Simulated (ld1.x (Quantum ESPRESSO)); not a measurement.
What one change does to a pseudopotential (tin, TM)

- Element: tin
- Generator: ld1.x (Quantum ESPRESSO) 7.5
- Type: norm-conserving Troullier–Martins (Kleinman–Bylander form)
- Functional: LDA (PZ)
- Relativity: scalar-relativistic
- Frozen core: [Kr] 4d10
- Valence charge: 4
- Reference configuration: 5s2 5p0.5 (charge +1.5)
- Partial waves: 5s (bound): rc 1.55 bohr; 5p (bound): rc 2.10 bohr
- Local potential: the p channel
- Core correction: none

All-electron outer shells of the reference configuration (LDA (PZ), scalar-relativistic, ld1.x):

```csv
shell,level (eV),outermost node (bohr),outermost maximum (bohr)
5s,-22.25,0.98,1.97
5p,-14.24,1.08,2.34
```

Change: wave 5p (bound): rc 2.10 bohr becomes 5p (bound): rc 1.90 bohr.

Cutoffs: the cutoffs (Ry, on a coarse ladder) from which the occupation-weighted sum of valence levels, in a spherical-Bessel basis at the reference potential, stays within 10 and 1 mRy of its value at 400 Ry; they do not see the model core or the augmentation charge, which bear on the density cutoff. Errors are all-electron minus pseudo energies relative to the spin-unpolarised reference configuration.

Q: What does the change do?

A: The potential gets neither clearly harder nor softer (45 Ry and 100 Ry → 45 Ry and 100 Ry); a bound ghost appears in s, which as a rule spoils a file; of the 9 tests that both files solve, the error grows in 0 and shrinks in 6 by more than 15 % and 0.3 meV (median size 25.3 → 24.3 meV). Less of the atom is replaced, so other configurations are described better.

```tsv
quantity	base	changed
cutoff, loose	45 Ry	45 Ry
cutoff, tight	100 Ry	100 Ry
loose cutoff by channel (10 mRy a level)	s 30 Ry, p 8 Ry	s 30 Ry, p 18 Ry
bound ghosts	none	s
error for 5s2 5p2, meV [ΔE -13.28 eV]	+43	+31
error for 5s2 5p1, meV [ΔE -6.18 eV]	+8.7	+6.3
error for 5s2 5p0, meV [ΔE 8.08 eV]	+9.9	+5.8
error for 5s1 5p2, meV [ΔE 1.55 eV]	+23	+24
error for 5s1 5p0, meV [ΔE 39.53 eV]	+220	+182
error for 5s2 5p2.3, meV [ΔE -14.18 eV]	+52	+38
error for 5s2 5p1.5, meV [ΔE -10.56 eV]	+25	+18
error for 5s2 5p0.5 (spin-polarised), meV [ΔE -0.04 eV]	+11	+11
error for 5s2 5p2 (spin-polarised), meV [ΔE -13.75 eV]	+124	+111
```

 A true bound ghost makes a file unfit for plane-wave use even where its test errors are small: the radial tests pick states by their node count and pass the ghost by.
